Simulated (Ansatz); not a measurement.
An input meant for (NaOH)2 ring (Na2O2H2) (charge 0, singlet).

```yaml
crystal:
  periodic: [false, false, false]
  atoms:
    - {symbol: Na, position_ang: [0.675923, -0.975761, -0.769698]}
    - {symbol: O, position_ang: [1.385231, 0.563966, 0.501573]}
    - {symbol: Na, position_ang: [-0.675925, 0.975877, 0.769567]}
    - {symbol: O, position_ang: [-1.385228, -0.563807, -0.501759]}
    - {symbol: H, position_ang: [2.225128, 0.905997, 0.806216]}
    - {symbol: H, position_ang: [-2.225129, -0.906282, -0.805889]}
basis:
  gaussian: {orbitals: def2-SVP, final_grid: {core_spheres: 1, valence_spheres: 1, degree: 1}}
magnetization: {spin_polarized: true, initial_magnetization: 0}
hamiltonian: {xc: {name: PBE}}
scf: {lower_state_search: off}
```

```sh
$ ansatz run in.yaml --threads 4 --pin off --events-out ev --progress --plain --max-ram 3916MiB
```

It prints (some lines left out):

```
Functional definition: PBE
752 factors; their error is unknown
mean field evaluation 1: about -12927.4782 eV, gradient 6.8e1 eV
mean field evaluation 2: about -12682.3552 eV, gradient 1.7e2 eV
mean field evaluation 4: about -12944.8522 eV, gradient 1.9e0 eV
mean field evaluation 8: about -12922.2507 eV, gradient 4.6e1 eV
mean field evaluation 16: about -12933.4234 eV, gradient 1.1e-1 eV
mean field -12933.42370411 eV, -475.2945545365 hartree, gradient 4.5e-6 eV, S^2 0.000000; 0 other end points of the search recorded, 0 dependent functions left out
reference -12933.42370969 eV, -475.2945547416 hartree; 20, 20 occupied and 48, 48 virtual orbitals, 752 factors
Total energy: -12933.42370969 eV, -475.2945547416 hartree
Checks for a lower state left out: stability, starts, cluster_reference, orbital_swaps, neighbouring_geometries, increment
```

What is wrong with this run?

The integration grid is far too coarse. The run converged. The result belongs to that input, not to the species as meant.
